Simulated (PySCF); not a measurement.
**From computed data to an observable: oscillator strength and radiative lifetime**

3-phenylpyridine (C11H9N), SMILES c1ccc(-c2cccnc2)cc1.

Coordinates come from a PBE0-D3(BJ)/def2-SVP optimisation. Other conformers were not sampled.

TDA-PBE0/def2-SVP run with PySCF 2.14.0 puts the first singlet state with f over 0.02 at 4.69 eV (vertical), with the transition dipole (0.401, 0.063, 0.126) in atomic units.

Find the oscillator strength, the wavelength and the radiative lifetime that this transition would have in vacuum if emission retraced absorption.


|μ|² = 0.1806 au, so |μ| = 1.08 D. ΔE = 4.69/27.211 = 0.1724 hartree. f = (2/3) ΔE |μ|² = 0.021 (the program prints 0.021).
λ = 1239.84/4.69 = 264 nm; ν = 37827 cm⁻¹.
Einstein's coefficient A = 0.6670 ν² f s⁻¹ (ν in cm⁻¹) = 2.0e7 s⁻¹, so τ = 1/A = 50 ns. This state is S1. The figure is the radiative limit of this one transition; relaxation, internal conversion, crossing to triplets and a medium change what is measured.
